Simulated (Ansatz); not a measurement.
A made-up structure of MgSiH$_{2}$ClF, closed shell:

```
6
angstrom
F 0.1138 -3.7394 -0.8527
Si -0.0673 0.9130 0.1844
Mg 0.0431 -1.6066 -0.3703
Cl 1.2313 1.3122 1.0648
H -0.0593 1.8068 -1.0115
H -1.2617 1.3141 0.9854
```

It is relaxed with PBE-D4/def2-SVP and then PBE0-D4/def2-TZVP (Ansatz 0.2.0). Atoms count as bonded within 1.22 times the sum of their covalent radii (H–H: 0.88 Å). The end point is not checked to be a true minimum.

Question: Does its bonding change? (Judge from chemistry; the calculation decides.)

Answer: The calculation gives: No: no bond forms or breaks.

Where it ends: The first stage lowers the energy by 5.32 eV in 9 steps. It ends as MgSiH₂ClF ([F][Mg][SiH2][Cl]):
F1  (0.109, -3.401, -0.773)
Si2  (-0.156, 0.817, 0.107)
Mg3  (-0.003, -1.688, -0.418)
Cl4  (1.522, 1.322, 1.242)
H5  (-0.135, 1.721, -1.077)
H6  (-1.337, 1.229, 0.918)
(Å)

Labels in which every atom is bracketed show which atoms are joined, not bond orders.

For scale, one of the runs: PBE0-D4/def2-TZVP relaxation, 149 basis functions, launched by `ansatz run in.yaml --threads 2 --pin off --events-out ev --progress --plain --max-ram 4352MiB`. Hardware: 2 CPU threads of an Arm Neoverse V1, shared host. Wall time about 23 s.
